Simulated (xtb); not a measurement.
CH4S, charge +1, doublet, geometry from GFN2-xTB (a state made from the parent by changing its charge; the spin is typed, not shown lowest); GFN0-xTB run with xtb.

Here is a job for xtb.
```
$ xtb mol.xyz --gfn 0 --chrg 1 --uhf 1 --hess --json

# file mol.xyz
6

C     -0.07388241     1.11980998     0.01035255
S     -0.04134435    -0.65009848    -0.00670276
H      1.30919756    -0.80487041     0.00288752
H     -1.10858026     1.45936870     0.00516795
H      0.44489002     1.50553466     0.89456842
H      0.45929671     1.52268287    -0.85749509
```

It wrote (shortened):

```
   ID    Z sym.   atoms
    1    6 C      1
    2   16 S      2
    3    1 H      3-6

           -------------------------------------------------
          |                Calculation Setup                |
           -------------------------------------------------

           -------------------------------------------------
          |                 G F N 0 - x T B                 |
           -------------------------------------------------

          ...................................................
          :                      SETUP                      :
          :.................................................:
          :  # basis functions                  22          :
          :  # atomic orbitals                  21          :
          :  # shells                           13          :
          :  # electrons                        13          :
          :  electronic temp.          300.0000000     K    :
          :  accuracy                    1.0000000          :
          :  -> integral cutoff          0.2500000E+02      :
          :  -> integral neglect         0.1000000E-07      :
          ...................................................

         :::::::::::::::::::::::::::::::::::::::::::::::::::::
         ::                     SUMMARY                     ::
         :::::::::::::::::::::::::::::::::::::::::::::::::::::
         :: total energy              -5.789547637830 Eh    ::
         :: gradient norm              0.016821297731 Eh/a0 ::
         :: HOMO-LUMO gap              4.887118172143 eV    ::
         ::.................................................::
         :: H0 energy                 -7.258838886436 Eh    ::
         :: repulsion energy           0.073478875475 Eh    ::
         :: electrostat energy         1.396392231272 Eh    ::
         :: -> Gsolv                   0.000000000000 Eh    ::
         ::    -> Gsasa                0.000000000000 Eh    ::
         ::    -> Gshift               0.000000000000 Eh    ::
         :: dispersion energy         -0.000579858141 Eh    ::
         :: short-range corr.          0.000000000000 Eh    ::
         :: add. restraining           0.000000000000 Eh    ::
         :: total charge               1.000000000000 e     ::
         :::::::::::::::::::::::::::::::::::::::::::::::::::::

           -------------------------------------------------
          |                Numerical Hessian                |
           -------------------------------------------------
step length          :   0.00500
SCC accuracy         :   0.30000
Hessian scale factor :   1.00000
frozen atoms in %    :   0.00000    0
RMS gradient         :   0.01682 !! INCOMPLETELY OPTIMIZED GEOMETRY !!
estimated CPU  time      0.00 min

writing file <hessian>.

 projected vibrational frequencies (cm⁻¹)
eigval :       -0.00    -0.00    -0.00     0.00     0.00     0.00
eigval :      248.78   721.65   764.84   787.29   996.98  1312.48
eigval :     1419.22  1426.72  2245.90  3047.50  3068.31  3135.56
           -------------------------------------------------
          |                Property Printout                |
           -------------------------------------------------

    * Orbital Energies and Occupations

         #    Occupation            Energy/Eh            Energy/eV
      -------------------------------------------------------------
         1        2.0000           -0.7429368             -20.2163
         2        2.0000           -0.6213817             -16.9087
         3        2.0000           -0.5470092             -14.8849
         4        2.0000           -0.5314976             -14.4628
         5        2.0000           -0.5081582             -13.8277
         6        2.0000           -0.4788328             -13.0297
         7        1.0000           -0.3992062             -10.8630 (HOMO)
         8                         -0.2196079              -5.9758 (LUMO)
[...]
   9: 17.10  10: 25.42  11: 24.03  12: 64.91  13: 49.94  14: 23.20  15:106.02  16: 73.06
  17: 79.12  18: 98.97
 Raman intensities (Ä⁴*amu⁻¹)
   1:  0.00   2:  0.00   3:  0.00   4:  0.00   5:  0.00   6:  0.00   7:  0.00   8:  0.00
   9:  0.00  10:  0.00  11:  0.00  12:  0.00  13:  0.00  14:  0.00  15:  0.00  16:  0.00
  17:  0.00  18:  0.00
 output can be read by thermo (or use thermo option).
 writing <g98.out> molden fake output.
 recommended (thermochemical) frequency scaling factor: 1.0
           -------------------------------------------------
          |             Thermodynamic Functions             |
           -------------------------------------------------

cs  symmetry found (for desy threshold:  0.10E+00) used in thermo

          ...................................................
          :                      SETUP                      :
          :.................................................:
          :  # frequencies                          12      :
          :  # imaginary freq.                       0      :
          :  linear?                             false      :
          :  only rotor calc.                    false      :
          :  symmetry                               cs      :
          :  rotational number                       1      :
          :  scaling factor                  1.0000000      :
          :  rotor cutoff                   50.0000000 cm⁻¹ :
          :  imag. cutoff                  -20.0000000 cm⁻¹ :
          :.................................................:

    mode    ω/cm⁻¹     T·S(HO)/kcal·mol⁻¹    T·S(FR)/kcal·mol⁻¹   T·S(vib)
   ------------------------------------------------------------------------
       1    248.78    -0.51854 ( 99.84%)    -0.58048 (  0.16%)    -0.51864
   ------------------------------------------------------------------------

   temp. (K)  partition function   enthalpy   heat capacity  entropy
                                   cal/mol     cal/K/mol   cal/K/mol   J/K/mol
 298.15  VIB   1.57                  517.972      4.658      2.631
         ROT  0.651E+04              888.752      2.981     20.430
         INT  0.102E+05             1406.725      7.639     23.061
         TR   0.323E+27             1481.254      4.968     37.520
         TOT                        2887.9786    12.6067    60.5807   253.4698

       T/K    H(0)-H(T)+PV         H(T)/Eh          T*S/Eh         G(T)/Eh
   ------------------------------------------------------------------------
    298.15    0.460229E-02    0.482867E-01    0.287839E-01    0.195028E-01
   ------------------------------------------------------------------------

         :::::::::::::::::::::::::::::::::::::::::::::::::::::
         ::                  THERMODYNAMIC                  ::
         :::::::::::::::::::::::::::::::::::::::::::::::::::::
         :: total free energy          -5.770044803261 Eh   ::
         ::.................................................::
         :: total energy               -5.789547637830 Eh   ::
         :: zero point energy           0.043684407846 Eh   ::
         :: G(RRHO) w/o ZPVE           -0.024181573277 Eh   ::
         :: G(RRHO) contrib.            0.019502834569 Eh   ::
         :::::::::::::::::::::::::::::::::::::::::::::::::::::

           -------------------------------------------------
          | TOTAL ENERGY               -5.789547637830 Eh   |
          | TOTAL ENTHALPY             -5.741260943216 Eh   |
          | TOTAL FREE ENERGY          -5.770044803261 Eh   |
          | GRADIENT NORM               0.016821297731 Eh/α |
          | HOMO-LUMO GAP               4.887118172143 eV   |
           -------------------------------------------------
########################################################################
[WARNING] Runtime exception occurred
-1- hessian_numhess: Hessian on incompletely optimized geometry!
########################################################################

normal termination of xtb
```
